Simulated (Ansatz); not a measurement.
Program: Ansatz 0.2.0.

Basis-set series for C$_{2}$H$_{6}$OSi (`CO[Si]C`). Charge 0, multiplicity 1. The structure was optimised at the PBE0-D4/def2-TZVP level. It is one conformer, not always the lowest.

```csv
functional,basis,functions,energy (Eh),HOMO (eV),LUMO (eV)
PBE0-D4,def2-SVP,90,-444.01971,-6.04,-1.37
PBE0-D4,def2-TZVPP,219,-444.30457,-6.14,-1.51
ωB97M-V,def2-SVP,90,-444.22312,-8.13,0.71
ωB97M-V,def2-TZVPP,219,-444.51617,-8.24,0.47
```

(1) Give the rows for def2-QZVPP. (An estimate is asked.)

## Answers

(1) The calculation gave: 
| functional | basis | functions | energy (Eh) | HOMO (eV) | LUMO (eV) |
| --- | --- | --- | --- | --- | --- |
| PBE0-D4 | def2-QZVPP | 421 | -444.32359 | -6.17 | -1.56 |
| ωB97M-V | def2-QZVPP | 421 | -444.53445 | -8.27 | 0.33 |

Positive LUMOs are unbound and depend on the basis.
